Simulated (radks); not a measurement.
Tc III, configuration [Kr] 4d5. Calculated with a radial shooting solver on a logarithmic mesh with Libxc functionals: Dirac Kohn-Sham, BLYP, spin-unpolarised, spherical densities, point nucleus; open shells are shared between the two j in proportion to 2j + 1.

Radial electron density D(r) = 4 pi r^2 rho(r):

| r (bohr) | D(r) (e/bohr) |
|---|---|
| 0.002798 | 5.491 |
| 0.003232 | 6.954 |
| 0.003732 | 8.755 |
| 0.00431 | 10.95 |
| 0.004978 | 13.59 |
| 0.005749 | 16.72 |
| 0.006639 | 20.36 |
| 0.007668 | 24.50 |
| 0.008927 | 29.36 |
| 0.01031 | 34.30 |
| 0.01191 | 39.36 |
| 0.01375 | 44.26 |
| 0.01588 | 48.64 |
| 0.01834 | 52.12 |
| 0.02118 | 54.32 |
| 0.02446 | 54.98 |
| 0.02825 | 54.09 |
| 0.03289 | 51.83 |
| 0.03798 | 49.19 |
| 0.04386 | 47.11 |
| 0.05065 | 46.71 |
| 0.0585 | 48.77 |
| 0.06756 | 53.32 |
| 0.07802 | 59.34 |
| 0.09011 | 64.87 |
| 0.1041 | 67.61 |
| 0.1211 | 65.71 |
| 0.1399 | 59.55 |
| 0.1616 | 51.46 |
| 0.1866 | 44.93 |
| 0.2155 | 42.83 |
| 0.2489 | 45.46 |
| 0.2874 | 50.05 |
| 0.332 | 52.22 |
| 0.3834 | 48.79 |
| 0.4463 | 39.26 |
| 0.5154 | 28.01 |
| 0.5953 | 18.69 |
| 0.6875 | 13.61 |
| 0.794 | 12.34 |
| 0.9169 | 12.72 |
| 1.059 | 12.57 |
| 1.223 | 11.03 |
| 1.412 | 8.486 |
| 1.644 | 5.667 |
| 1.899 | 3.502 |
| 2.193 | 2.002 |
| 2.533 | 1.066 |
| 2.925 | 0.5228 |
| 3.378 | 0.2296 |
| 3.901 | 0.08686 |
| 4.505 | 0.02702 |
| 5.203 | 0.006621 |
| 6.057 | 0.001114 |
| 6.996 | 0.0001487 |

D(r) has 4 maxima, at r = 0.0241, 0.107, 0.329, 0.970 bohr, and minima at 0.0483, 0.212, 0.794 bohr, inside which lie 2.05, 11.09, 29.20 electrons.
